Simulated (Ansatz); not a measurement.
Total energies of Ge₁₈BH₂₈, a doped nanocrystal cut from the lattice of germanium (B on a surface site) from Ansatz at PBE0-D4/def2-TZVP, gas phase (1 Eh = 27.2114 eV = 2625.5 kJ/mol). The reference geometry is relaxed at r2SCAN-D4/def2-SVP.

```xyz
47

Ge   -3.7941    1.4264    0.6698
Ge   -3.0528    0.1109   -2.7466
Ge   -0.7168    2.7554    2.6505
B    -0.2073    1.1036   -0.4626
Ge    2.8481    2.2037    1.8498
Ge    0.7643   -1.0402    2.6533
Ge    3.5991    0.8937   -1.6231
Ge   -2.1609   -2.1054    0.3353
Ge    1.5223   -2.3709   -0.8684
Ge    0.6820    0.3096   -3.8169
Ge   -3.0324    2.0918    2.8695
Ge   -2.0570    0.1760   -0.5134
Ge   -1.4532   -0.6733   -4.3864
Ge   -1.4048   -2.1372    2.6441
Ge    0.7011    1.0932    1.4725
Ge    1.3320   -0.0080   -1.4438
Ge    4.6467    1.2668    0.5270
Ge    2.2779   -2.5068    1.4394
Ge   -0.6309   -3.4972   -0.9402
H    -5.0912    0.5963    0.7562
H    -4.1155    2.7180   -0.1104
H    -3.4681    1.5377   -3.1618
H    -4.3224   -0.7646   -2.7417
H    -0.6083    4.0613    1.8386
H    -0.0220    2.9835    4.0125
H    -0.2303    2.2404   -0.8951
H     2.6880    3.6920    1.4724
H     3.1437    2.1376    3.3626
H     1.2781   -0.7808    4.0877
H     3.5136    2.2450   -2.3642
H     4.4149   -0.0712   -2.5082
H    -3.6012   -2.6559    0.2340
H     2.5488   -3.0195   -1.8246
H     0.6504    1.8329   -4.0521
H     1.8544   -0.2736   -4.6390
H    -3.8358    3.2979    3.4009
H    -3.1372    0.9493    3.8926
H    -1.8371   -0.2130   -5.8087
H    -1.3236   -2.2051   -4.3891
H    -2.3995   -1.4062    3.5655
H    -1.2487   -3.5817    3.1637
H     5.1310   -0.0605    1.1331
H     5.8519    2.2231    0.4272
H     3.7417   -2.0505    1.5813
H     2.1697   -3.9537    1.9628
H    -1.1168   -3.6701   -2.3914
H    -0.4923   -4.9010   -0.3146
```

```tsv
state	geometry	energy (Eh)
charge 0 doublet	reference	-37423.45155
charge 1 singlet	reference	-37423.18215
charge -1 singlet	reference	-37423.58938
free Ge atom (triplet)	–	-2076.65516
free B atom (doublet)	–	-24.61828
free H atom (doublet)	–	-0.50104
```

Single mean-field runs in def2-TZVP are fitted with def2-universal-jkfit.

Other spin states of the ions weren't run at this level and may lie lower.

Work out the vertical ionisation energy to the singlet.

E(charge 1 singlet) − E(charge 0 doublet) = -37423.18215 − (-37423.45155) = 0.26940 Eh = 7.33 eV. For comparison, −ε of the highest occupied level of the spin that leaves is 6.33 eV at this level, 1.00 eV less.

Work out the vertical electron affinity, to the singlet.

E(charge 0 doublet) − E(charge -1 singlet) = -37423.45155 − (-37423.58938) = 0.13783 Eh = 3.75 eV. The basis lacks diffuse functions, which makes affinities too small.

Give the fundamental gap IE − EA, the Mulliken electronegativity (IE + EA)/2 and the hardness (IE − EA)/2.

From the values in Eh: IE − EA = 0.26940 − 0.13783 = 0.13157 Eh = 3.58 eV; (IE + EA)/2 = 5.54 eV; (IE − EA)/2 = 1.79 eV.

What is the binding energy per atom against free atoms?

Atoms: 18 × (-2076.65516) + 1 × (-24.61828) + 28 × (-0.50104) = -37418.44028 Eh. Binding: -37418.44028 − (-37423.45155) = 5.01127 Eh = 136.36 eV, or 2.90 eV for each of 47 atoms (no zero-point energy, no counterpoise term).
